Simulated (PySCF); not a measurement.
## TDDFT excited states: C5H7OP

Compound: C5H7OP.
InChI=1S/C5H7OP/c1-4-7(3,6)5-2/h1,5H,2H2,3H3/t7-/m1/s1

The calculation used TDDFT wB97X-D/def2-SVPD, vertical, gas phase, core orbitals frozen in the response in PySCF 2.14.0, density-fitted response routines. One conformer (not necessarily the lowest) at the GFN2-xTB geometry, without solvent, vibrations or thermal averaging. Torsions of this conformer, `[CH:1]#[C:2][P@@:3]([CH3:4])(=[O:5])[CH:6]=[CH2:7]`: C2–P3–C6–C7 -130°.

List the vertical singlet excitations with oscillator strengths and describe the spectrum.

```json
{"state": "S1", "E (eV)": "6.16", "E (hartree)": "0.2264", "f": "0.0015", "main configurations (H = HOMO, L = LUMO)": "H-1→L (34%), H-3→L+1 (16%), H→L (16%)"}
{"state": "S2", "E (eV)": "6.23", "E (hartree)": "0.2288", "f": "0.0052", "main configurations (H = HOMO, L = LUMO)": "H→L (59%)"}
{"state": "S3", "E (eV)": "6.37", "E (hartree)": "0.2340", "f": "0.0004", "main configurations (H = HOMO, L = LUMO)": "H-1→L (28%), H-3→L+1 (24%), H→L+1 (13%)"}
{"state": "S4", "E (eV)": "6.46", "E (hartree)": "0.2373", "f": "0.0042", "main configurations (H = HOMO, L = LUMO)": "H-1→L+1 (31%), H-3→L (17%), H-4→L+1 (11%)"}
{"state": "S5", "E (eV)": "6.78", "E (hartree)": "0.2492", "f": "0.0071", "main configurations (H = HOMO, L = LUMO)": "H-1→L (23%), H-4→L (22%), H→L+1 (15%)"}
{"state": "S6", "E (eV)": "6.85", "E (hartree)": "0.2516", "f": "0.013", "main configurations (H = HOMO, L = LUMO)": "H→L+1 (56%), H-3→L+1 (11%), H-2→L+1 (9%)"}
{"state": "S7", "E (eV)": "7.11", "E (hartree)": "0.2614", "f": "0.064", "main configurations (H = HOMO, L = LUMO)": "H-1→L+1 (49%), H-4→L+1 (18%), H-2→L+1 (10%)"}
{"state": "S8", "E (eV)": "7.38", "E (hartree)": "0.2713", "f": "0.427", "main configurations (H = HOMO, L = LUMO)": "H-2→L (68%)"}
```

Triplets, Tamm–Dancoff:

| state | E (eV) | λ (nm) | main configurations (H = HOMO, L = LUMO) |
| --- | --- | --- | --- |
| T1 | 4.53 | 273.9 | H-2→L (67%), H-2→L+2 (9%) |
| T2 | 5.17 | 239.9 | H-4→L+1 (21%), H-1→L+1 (20%), H-3→L+2 (13%) |
| T3 | 5.67 | 218.6 | H-1→L+1 (17%), H-4→L+1 (16%), H-3→L+2 (14%) |

The lowest singlet comes at 201 nm (594 kJ/mol) in the ultraviolet; it is very weak; its leading configuration is HOMO-1→LUMO (34%). The strongest level in the table is S8 at 7.38 eV (168 nm, f = 0.427). It is the last of those listed, so stronger ones may follow. Löwdin shares by element: HOMO oxygen 57%, carbon 18% or more, phosphorus 13%; LUMO carbon 64% or more, phosphorus 9% (atoms not listed hold the other 27%). The oscillator strengths of these states sum to 0.521; summed over the whole spectrum of an exact calculation they would give the number of electrons, 60 (Thomas–Reiche–Kuhn). Orbital energies (eV): HOMO-3 -10.72, HOMO-2 -10.34, HOMO-1 -10.06, HOMO -9.86, LUMO 0.86, LUMO+1 1.48, LUMO+2 2.07. Of the 8 states listed, 3 reach f = 0.01 and 1 stays under 0.0005. Only the lowest 8 singlets were computed, as vertical energies without vibronic structure.
